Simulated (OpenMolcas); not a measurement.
Eu3+ with its 6 nearest bromide ions at 2.853 Å, on the Ca site of CsCaBr3 (a = 5.69 Å, distance in the model lattice 2.845 Å). The rest of the host is ab initio model potentials to 7.6 Å, with orthogonalisation functions on the cations behind the ligands, and point charges beyond; the distance is set by hand and nothing relaxes, and no local charge compensation is placed. Ligand basis ANO-RCC-VDZP.

```json
{
 "Program": "OpenMolcas",
 "Method": "CASSCF",
 "Basis": "ANO-RCC-VDZP [7s6p4d2f1g]",
 "Scalar Hamiltonian": "DKH2, point nucleus",
 "Active space": "6 electrons in 7 orbitals (4f)",
 "State averaging": "2S+1 = 7 even, 7 roots; 2S+1 = 5 even, 77 roots kept (CI in the orbitals of an earlier block); 2S+1 = 3 even, 3 roots kept (CI in the orbitals of an earlier block)",
 "Spin-orbit coupling": "state interaction with AMFI integrals over the reference wave functions"
}
```

Q: What is the spin-free ground state (labels of O, the rotations of Oh)?

A: 7T1, 3-fold in its orbital part, 100 % from free-ion F terms; it has the highest spin that f6 allows.

Q: Where is the first state of the same spin?

A: 7A2 at 145 cm-1 above the ground state.

Q: What are the lowest two levels with spin-orbit coupling?

A: A 1-fold level A1, then a 3-fold level T1 369.0 cm-1 above it. Their leading multiplicities are 7 (95 %) and 7 (96 %).

Q: What is χT at 300 K, and how does it compare with the textbook value?

A: Hund's rules give f6 a J = 0 ground level with no moment of its own; the computed χT of 1.312 cm3 K/mol at 300 K comes from higher levels.

High states are left out of the spin-orbit mixing, which shifts the levels that they would mix with. Without dynamic correlation the ligand-field splitting of an f shell can come out too small, at times by half. The first state left out of the spin-orbit step lies near 46000 cm-1 above the lowest spin-free state of the reference (among the parities and spins computed), and the lists stop at four fifths of that energy or lower. No measured value stands beside these numbers; the geometry was set by hand and not optimised.
